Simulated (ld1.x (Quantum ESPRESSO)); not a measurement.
Configuration tests for carbon (C) (TM)

carbon, norm-conserving Troullier–Martins (Kleinman–Bylander form), made with ld1.x (Quantum ESPRESSO) 7.5 (LDA (PZ), non-relativistic). Core [He], reference 2s2 2p2. Waves: 2s (bound): rc 1.00 bohr; 2p (bound): rc 2.00 bohr; 3d channel at 0.15 Ry: rc 1.55 bohr. Local part: the d channel. Core correction: none.

Energies are relative to the spin-unpolarised reference configuration 2s2 2p2; without spin polarisation the order of configurations can differ from experiment. Spin-polarised rows fill each open shell by Hund’s rule, majority spin first.

```
   valence configuration  charge  ΔE all-electron (eV)  error AE − PS (meV)
                 2s2 2p1      +1                10.992                  +29
                 2s2 2p0      +2                35.254                 +296
                 2s1 2p3       0                 8.227                 +5.5
               2s2 2p1.5    +0.5                 4.030                 +3.9
                 2s0 2p4       0                16.487                  +24
               2s2 2p2.3    -0.3                -1.200                 +0.3
2s2 2p2 (spin-polarised)       0                -1.129                  +98
2s2 2p1 (spin-polarised)      +1                10.595                  +67
```

Task: What are ΔE and the potential's error for 2s1 2p0?

Result: ΔE = 83.203 eV all-electron; the error (AE − PS) is +692 meV.

Levels in the configuration 2s2 2p1 (spin-polarised):

```
  level  all-electron (eV)  pseudo (eV)
  2s up            -26.250      -26.289
  2p up            -17.786      -17.754
2s down            -24.657      -24.516
```
